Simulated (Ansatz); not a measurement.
Gas-phase electronic energies from Ansatz, PBE0-D4/def2-TZVP geometries. CBS: MP2 limit from def2 TZ/QZ plus the TZ coupled-cluster correction, frozen cores. This one scheme is used for every species. No spin–orbit coupling; open shells (•) take unrestricted orbitals. For Ge outer-core shells are correlated without core-valence functions, which leaves a few kJ/mol of doubt a bond. Scalar relativity is left out up to krypton. One conformer a species, not always the lowest.

Consider the hydrogen abstraction from a Ge–H bond: `[OH][GeH2][GeH3]` + `[OH]`• → `[OH][GeH][GeH3]`• + H₂O.

| species | CCSD(T)/CBS(def2) energy (Eh) |
| --- | --- |
| `[OH][GeH2][GeH3]` | -4231.02019 |
| `[OH]`• | -75.67771 |
| `[OH][GeH][GeH3]`• | -4230.38068 |
| H₂O | -76.37941 |

Work out ΔE.

ΔE = (-4230.38068) + (-76.37941) − (-4231.02019) − (-75.67771) = -0.06219 Eh = -1.69 eV.

Largest T1 diagnostic among the species: 0.014.

From PBE to PBE0 (25 % exact exchange), in def2-TZVPP and without D4, ΔE moves by +0.20 eV. At CCSD(T), def2-SVP lies +0.27 eV from the extrapolated value and def2-TZVPP +0.09 eV. Leaving LDA and LC-ωPBE aside and taking each functional with its dispersion term where it has one, the values, not all of them listed here, spread over 0.47 eV, from PBE-D4 to BHLYP-D4. LDA lies −0.35 eV from PBE without D4.
